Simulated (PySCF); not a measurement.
Compound: [ReS4]- (charge -1 and singlet state).
Cartesian coordinates in Å at the PBE0-D3(BJ)/def2-SVP level; atoms count from 1:
```xyz
5
ReS4 angstrom
Re    -0.0019    0.0003    0.0020
S     -0.0007   -0.0228    2.1500
S      2.0218    0.0103   -0.7110
S     -1.0137    1.7598   -0.7012
S     -1.0055   -1.7476   -0.7398
```

Theory: TDDFT PBE0/def2-SVPD, vertical, gas phase, core orbitals frozen in the response, def2 core potentials past Kr (PySCF 2.14.0, density-fitted response routines). Spin–orbit coupling is left out.

Transition dipole moments from the ground state, in atomic units and in the frame of the coordinates above (overall signs are arbitrary), for the states with f of 0.002 or more among the lowest 6:

```tsv
state	E (hartree)	μx	μy	μz
S4	0.0984	-0.212	-0.325	0.500
S5	0.0984	0.033	0.525	0.353
S6	0.0984	0.597	-0.144	0.159
```

What oscillator strength does each state have?

f = (2/3) ΔE |μ|² with ΔE in hartree (27.2114 eV).

```json
{"state": "S4", "|μ|² (au)": "0.401", "|μ| (D)": "1.61", "f": "0.026"}
{"state": "S5", "|μ|² (au)": "0.401", "|μ| (D)": "1.61", "f": "0.026"}
{"state": "S6", "|μ|² (au)": "0.402", "|μ| (D)": "1.61", "f": "0.026"}
```

What is the point group, and which symmetry does each of these states have?

Td. The ground state is totally symmetric, so the direction of μ fixes the label. Every allowed level is T2, three states with equal energy: S4/S5/S6.

What peak molar absorption coefficient would the strongest computed level give as a lone Gaussian band 0.3 eV wide at half height?

ε(max) = 2.175×10⁸ f / FWHM, with the width in cm⁻¹. S4/S5/S6 (f summed): 2.175×10⁸ × 0.0790 / 2420 ≈ 7100 L mol⁻¹ cm⁻¹.

S4/S5/S6 coincide within about 0.01 eV; within a degenerate level the directions of the single components are arbitrary.

No detachment energy is given for this anion; states above it aren't bound, and a finite basis only mimics them.
